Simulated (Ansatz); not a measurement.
`OCB[SiH3]` + `BO` → `BOB[SiH3]` + CH₃OH at 600 K and 1 bar (ligand exchange at a B–C bond).

Program: Ansatz. Geometries: PBE0-D4/def2-TZVP. ΔE: electronic, gas phase. CCSD(T)/CBS adds triple-zeta CCSD(T) − MP2 to the extrapolated MP2 energy (def2 sets, frozen cores). This one scheme is used for every species. Each species was taken in one conformer, which may not be the lowest.

| species | CCSD(T)/CBS energy (Eh) | H − E (kJ/mol) | S (J/(mol·K)) |
| --- | --- | --- | --- |
| `OCB[SiH3]` | -431.26234 | 265.7 | 432.1 |
| `BO` | -101.80414 | 119.7 | 267.1 |
| `BOB[SiH3]` | -417.48760 | 223.7 | 425.8 |
| CH₃OH | -115.61712 | 163.6 | 277.3 |

H − E and S are ideal-gas, rigid-rotor, harmonic terms from PBE0-D4/def2-TZVP, for one conformer and one mirror image of each species. 1 Eh = 2625.50 kJ/mol, R = 8.31446 J/(mol·K).

Problem. By hand: ΔE, ΔH, ΔS and ΔG.

Solution. ΔE = (-417.48760) + (-115.61712) − (-431.26234) − (-101.80414) = -0.03824 Eh = -100.4 kJ/mol. Δ(H − E) = 223.7 + 163.6 − 265.7 − 119.7 = 1.9, so ΔH = -98.5 kJ/mol. ΔS = 425.8 + 277.3 − 432.1 − 267.1 = 3.9 J/(mol·K). ΔG = -98.5 − 600 × (3.9)/1000 = -100.8 kJ/mol.

Problem. By hand: the equilibrium constant, and the temperature at which ΔG would vanish if ΔH and ΔS stayed fixed.

Solution. log₁₀ K = −ΔG/(RT ln 10) = 8.8. ΔH and −TΔS have one sign here, so there is no such temperature.

The number of gas molecules stays the same, so ΔS is small and ΔH decides. A doubt of 5 kJ/mol in ΔE shifts log₁₀ K by 0.4 here. Other conformers and mirror images would add mixing entropy, several J/(mol·K) or more a flexible species. Modes under 60 cm⁻¹, often nearly free rotors, make the harmonic entropy too high. These are equilibria of isolated gas molecules and say nothing of rates. Largest T1 diagnostic: 0.014 (customary marks: 0.02 for closed shells, 0.045 for open ones).

ΔS is within the doubt of such terms, so its sign, and with it that verdict, could turn.
